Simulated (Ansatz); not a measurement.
Input for Ansatz (a quantum-chemistry and plane-wave program): R-SVWN5/def2-TZVPP on NaAl, 2S+1 = 1, a spin state set in the input, which need not be the lowest, a point of a bond scan (R = 3.161 Å).

Ansatz 0.2 input:
```yaml
crystal:
  periodic: [false, false, false]
  atoms:
    - {symbol: Na, position_ang: [0.00000000, 0.00000000, 0.00000000]}
    - {symbol: Al, position_ang: [0.00000000, 0.00000000, 3.16093600]}
basis:
  gaussian:
    orbitals: def2-TZVPP
    pivot_positions_ang: [[0.00000000, 0.00000000, 0.00000000], [0.00000000, 0.00000000, 3.16093600]]
hamiltonian:
  xc: {name: SVWN5}
output: {forces: true, orbitals: {seedname: ./end}}
```

The log:

```
WARN ansatz: RAYON_NUM_THREADS=2 ignored (pool sized by the plan → 2); use --threads N
Functional definition: SVWN5
integrals: 0.02 GiB planned
546 factors; their error is unknown
mean field: 0.14 GiB planned
mean field evaluation 1: about -10959.7229 eV, gradient 9.4e0 eV
mean field evaluation 2: about -10957.0790 eV, gradient 1.8e1 eV
mean field evaluation 4: about -10960.2296 eV, gradient 8.5e-1 eV
mean field evaluation 8: about -10960.2271 eV, gradient 3.7e-2 eV
mean field evaluation 16: about -10956.0423 eV, gradient 1.1e1 eV
mean field -10960.22712639 eV, -402.7809177861 hartree, gradient 5.6e-5 eV, S^2 0.000000; 0 other end points of the search recorded, 0 dependent functions left out
the calculation of the forces begins
reference -10960.22716268 eV, -402.7809191197 hartree; 12, 12 occupied and 62, 62 virtual orbitals, 546 factors
Total energy: -10960.22716268 eV, -402.7809191197 hartree
Atom 0 at     0.000000     0.000000     0.000000 Å, force     0.000000     0.000000     0.091565 eV/Å
Atom 1 at     0.000000     0.000000     3.160936 Å, force    -0.000000     0.000000    -0.091565 eV/Å
Dipole moment:     0.000000     0.000000    -0.351943 e Å
```

The run converged.

Cost: very roughly 1.4 core-seconds.
